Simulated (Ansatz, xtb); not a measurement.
**CH3GeN−: where a starting geometry ends**

The starting geometry of this gas-phase doublet was built from a drawn formula by distance geometry and a force field; its bonds are those of `[CH]1[N-][GeH2]1`.

```yaml
atoms:
  - { symbol: C, position_ang: [-0.2262, -1.0595, 1.4208] }
  - { symbol: Ge, position_ang: [-1.1518, -0.1452, 0.0281] }
  - { symbol: N, position_ang: [-1.5005, -0.7384, 1.8016] }
  - { symbol: H, position_ang: [0.5267, -0.3245, 1.9184] }
  - { symbol: H, position_ang: [-1.1304, 1.3624, -0.0324] }
  - { symbol: H, position_ang: [-1.9104, -1.0356, -0.9703] }
```

Predict what becomes of its bonds when it is optimised with r2SCAN-D4/def2-SVPD.

A bond breaks, leaving `[N-]=[CH][GeH2]`. Contacts that open: Ge2–N3 (1.90 → 3.02 Å).

The energy falls by 2.06 eV over 18 steps:

| step | E − E(last) (eV) |
| --- | --- |
| 1 | 2.060 |
| 3 | 1.517 |
| 5 | 1.046 |
| 7 | 0.410 |
| 9 | 0.108 |
| 10 | 0.084 |
| 12 | 0.037 |
| 14 | 0.006 |
| 16 | 0.001 |
| 18 | 0.000 |

Final geometry (Å):

```yaml
atoms:
  - { symbol: C, position_ang: [-0.5510, -0.5294, 1.5586] }
  - { symbol: Ge, position_ang: [-0.6166, 0.2671, -0.3698] }
  - { symbol: N, position_ang: [-1.0077, -0.0587, 2.6034] }
  - { symbol: H, position_ang: [0.0489, -1.4831, 1.5632] }
  - { symbol: H, position_ang: [-2.0472, 0.9595, -0.2200] }
  - { symbol: H, position_ang: [-1.2189, -1.0961, -0.9692] }
```

From the same start GFN2-xTB reaches the same bonding as this run.

The end wasn't checked by frequencies. Open shells are spin-unrestricted. Run with Ansatz 0.2.0, 110 s on 2 threads of Intel(R) Xeon(R) Platinum 8259CL CPU @ 2.50GHz (Skylake/Cascade Lake), on a shared host.
